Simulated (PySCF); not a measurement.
## Tin: highly charged ions in a basis for the neutral atom

Sn¹³⁺ [Kr] 4d1, Sn¹⁴⁺ [Kr]. All numbers are calculated (PySCF 2.14, scalar relativity through the core potential, in aug-cc-pVDZ-PP with ECP28MDF). No spin-orbit coupling, so a gap to NIST mixes the basis error with missing relativistic terms.

Changed run: basis of the neutral atom used for a highly charged ion. This setting is unsound on purpose.

```
species  method  sound run (hartree)  changed run (hartree)  converged
  Sn¹³⁺     UHF              not run             -155.32142        yes
  Sn¹³⁺    TPSS              not run             -155.71411        yes
  Sn¹³⁺  r2SCAN              not run             -155.76734        yes
  Sn¹⁴⁺     UHF              not run             -145.02903        yes
  Sn¹⁴⁺    TPSS              not run             -145.37653        yes
  Sn¹⁴⁺  r2SCAN              not run             -145.44017        yes
```

Ionisation energy of Sn¹³⁺:

```csv
method,changed run (eV),NIST (eV)
UHF,280.07,282 ± 3
TPSS,281.30,282 ± 3
r2SCAN,281.02,282 ± 3
```

The contracted functions were made for the neutral atom and can be too rigid for a highly charged ion.
